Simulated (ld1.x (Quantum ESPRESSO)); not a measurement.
# calcium (Ca): one change to a TM potential, before and after

calcium, norm-conserving Troullier–Martins (Kleinman–Bylander form), made with ld1.x (Quantum ESPRESSO) 7.5 (PBEsol, scalar-relativistic). Core [Ne], reference 3s2 3p6 3d0 4s1 4p1. Waves: 3s (bound): rc 1.55 bohr; 3d (bound, empty): rc 3.05 bohr; 3p (bound): rc 1.85 bohr. Local part: the p channel. Core correction: none.

Occupied shells without a wave of their own: 4p, 4s. They enter only through the test configuration that unscreens the potential.

All-electron outer shells of the reference configuration (PBEsol, scalar-relativistic, ld1.x):

```
shell  level (eV)  outermost node (bohr)  outermost maximum (bohr)
   2s     -415.16                   0.10                      0.30
   2p     -335.87                      –                      0.25
   3s      -48.33                   0.45                      0.99
   3p      -29.30                   0.42                      1.04
   4s       -4.41                   1.42                      3.33
   3d       -3.04                      –                      1.26
   4p       -1.93                   1.62                      4.34
```

Change: functional PBE.

Cutoffs: the cutoffs (Ry, on a coarse ladder) from which the occupation-weighted sum of valence levels, in a spherical-Bessel basis at the reference potential, stays within 10 and 1 mRy of its value at 400 Ry; they do not see the model core or the augmentation charge, which bear on the density cutoff. Errors are all-electron minus pseudo energies relative to the spin-unpolarised reference configuration.

Task: Predict the effect on cutoff, ghosts and configuration errors.

Result: The potential gets neither clearly harder nor softer (45 Ry and 70 Ry → 45 Ry and 70 Ry); of the 7 tests that both files solve, the error grows in 2 and shrinks in 0 by more than 15 % and 0.3 meV (median size 84.5 → 84.4 meV); neither file shows a bound ghost.

| quantity | base | changed |
| --- | --- | --- |
| cutoff, loose | 45 Ry | 45 Ry |
| cutoff, tight | 70 Ry | 70 Ry |
| bound ghosts | none | none |
| largest miss of a reference level, eV | 0.10 | 0.10 |
| error for 3s2 3p6 3d0 4s2 4p0, meV [ΔE -2.43 eV] | +85 | +84 |
| error for 3s2 3p6 3d0 4s1 4p0, meV [ΔE 3.88 → 3.89 eV] | -13 | -15 |
| error for 3s2 3p6 3d0 4s0 4p0, meV [ΔE 15.56 → 15.71 eV] | -211 | -217 |
| error for 3s1 3p6 3d0 4s2 4p0, meV [ΔE 51.66 → 51.81 eV] | +238 | +234 |
| error for 3s2 3p6 3d0 4s1.5 4p0, meV [ΔE 0.08 eV] | +45 | +44 |
| error for 3s2 3p6 3d1 4s0 4p0, meV [ΔE 5.20 → 5.27 eV] | -5.5 | -7.9 |
| error for 3s2 3p6 3d0 4s0 4p2, meV [ΔE 2.52 → 2.53 eV] | -100 | -100 |
| s: phases at 3.31 bohr within 0.05 rad from the reference energy up to (Ry; the scan ends near 5) | n/a | -0.5 |
| p: phases at 3.31 bohr within 0.05 rad from the reference energy up to (Ry; the scan ends near 5) | 3.4 | 3.4 |
| d: phases at 3.31 bohr within 0.05 rad from the reference energy up to (Ry; the scan ends near 5) | 0.6 | 0.6 |

Base: The 4p, 4s levels have no wave, so the channel is fitted at the deeper level alone: the likely source of the large errors. Changed file: The 4p, 4s levels have no wave, so the channel is fitted at the deeper level alone: the likely source of the large errors.
